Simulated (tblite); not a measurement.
C6H3Cl2O2 (doublet state).
SMILES with atom numbers: `[CH:1]#[C:2][CH2:3][C:4]([C:5]([O:6])=[O:7])=[C:8]([Cl:9])[Cl:10]` (hydrogens: H11 on C1; H12, H13 on C3)

Structure optimised with GFN2-xTB, isolated species. This method treats the open shell by occupation alone, without spin polarisation.

(1) Give the optimised bond lengths and angles.

Results:

(1) 
```json
{"bond": "C1≡C2", "length (Å)": "1.197", "order": "triple"}
{"bond": "C2–C3", "length (Å)": "1.450", "order": "single"}
{"bond": "C3–C4", "length (Å)": "1.477", "order": "single"}
{"bond": "C4–C5", "length (Å)": "1.740", "order": "single"}
{"bond": "C5–O6", "length (Å)": "1.188", "order": "single"}
{"bond": "C5=O7", "length (Å)": "1.191", "order": "double"}
{"bond": "C4=C8", "length (Å)": "1.313", "order": "double"}
{"bond": "C8–Cl9", "length (Å)": "1.713", "order": "single"}
{"bond": "C8–Cl10", "length (Å)": "1.741", "order": "single"}
{"bond": "C1–H11", "length (Å)": "1.049", "order": "single"}
{"bond": "C3–H12, C3–H13", "length (Å)": "1.096", "order": "single"}
```

Bonds in one row agree within 0.01 Å and their mean is given. Orders are formal, as drawn. A selection of angles:
```json
{"angle": "C2–C1–H11", "degrees": "179.2"}
{"angle": "C1–C2–C3", "degrees": "178.9"}
{"angle": "C2–C3–C4", "degrees": "111.1"}
{"angle": "C2–C3–H12", "degrees": "109.5"}
{"angle": "C4–C3–H12", "degrees": "110.3"}
{"angle": "C4–C3–H13", "degrees": "108.5"}
{"angle": "H12–C3–H13", "degrees": "108.0"}
{"angle": "C3–C4–C5", "degrees": "111.3"}
{"angle": "C3–C4–C8", "degrees": "133.3"}
{"angle": "C5–C4–C8", "degrees": "115.4"}
{"angle": "C4–C5–O6", "degrees": "107.1"}
{"angle": "C4–C5–O7", "degrees": "105.9"}
{"angle": "O6–C5–O7", "degrees": "147.0"}
{"angle": "C4–C8–Cl9", "degrees": "124.6"}
{"angle": "C4–C8–Cl10", "degrees": "120.9"}
{"angle": "Cl9–C8–Cl10", "degrees": "114.4"}
```

Torsions: C2–C3–C4–C5 82° (synclinal); C3–C4–C5–O6 -89° (synclinal); C3–C4–C8–Cl9 180° (antiperiplanar). The mirror-image conformer, all signs reversed, is as good.

Of the pairs four or more bonds apart, Cl10···H13 is among the closest relative to their van der Waals radii: 2.85 Å, 97 % of the sum of Bondi's values. C4 (carbon bonded to 3 C) is planar (angles 133.3°, 115.4° and 111.3°, sum 360.0°, 0.02 Å off the plane of its three neighbours). C5 (carbon bonded to C and 2 O) is planar (angles 147.0°, 107.1° and 105.9°, sum 360.0°, 0.01 Å off the plane of its three neighbours). The C–C distances run from 1.197 Å (C1≡C2, drawn triple in a drawing that doesn't fit all lengths) to 1.740 Å (C4–C5, drawn single in a drawing that doesn't fit all lengths), a spread of 0.543 Å. The 2 C–Cl bonds span 1.713 Å (C8–Cl9, drawn single in a drawing that doesn't fit all lengths) to 1.741 Å (C8–Cl10, drawn single in a drawing that doesn't fit all lengths), a spread of 0.028 Å. C8 (carbon bonded to C and 2 Cl) is planar (angles 124.6°, 120.9° and 114.4°, sum 360.0°, 0.00 Å off the plane of its three neighbours).

Point group: C1 (no symmetry element, even within 0.4 Å). Its GFN2-xTB frequencies are all real (lowest 19 cm⁻¹). 3 starts were optimised and ended at 0.00, 0.01 and 0.14 kcal/mol (GFN2-xTB); the lowest of these is shown.

These are computed values.
